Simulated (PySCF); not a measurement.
# Fractional electron number in Ru⁻ (ruthenium, charge -1)

The 5s beta orbital of [Kr] 4d7 5s2 is emptied in steps (occupation f), with all orbitals relaxed, ending at [Kr] 4d7 5s1. All numbers are calculated (PySCF 2.14, a scalar-relativistic core potential, in aug-cc-pVTZ-PP with ECP28MDF (6s6p5d3f2g, 88 functions)). The exact energy is a straight line in f; departures are measured from the line between the end points of the same method.

```csv
f,PBE0 (eV),r2SCAN (eV),LC-wPBE (eV)
1,0.000,0.000,0.000
0.75,-0.270,-0.344,0.043
0.5,-0.370,-0.470,0.052
0.25,-0.285,-0.355,0.036
0,0.000,0.000,0.000
```

```csv
method,E(f=0) − E(f=1) (eV),−ε at f=1 (eV),−ε at f=0.5 (eV)
PBE0,0.781,-0.615,0.742
r2SCAN,0.871,-0.913,0.839
LC-wPBE,0.471,0.728,0.450
```

Orbital energy along the path (eV):

```
   f    PBE0  r2SCAN  LC-wPBE
   1   0.615   0.913   -0.728
0.75  -0.029   0.086   -0.569
 0.5  -0.742  -0.839   -0.450
0.25  -1.516  -1.823   -0.364
   0  -2.289  -2.696   -0.290
```

At f = 1 the orbital energy is positive for PBE0, r2SCAN: only the finite basis holds the electron.

Reference removal energy between the ground levels: 1.046 eV (measured; photodetachment measurements, as compiled on the Wikipedia data page of electron affinities). The calculation has no spin-orbit coupling.
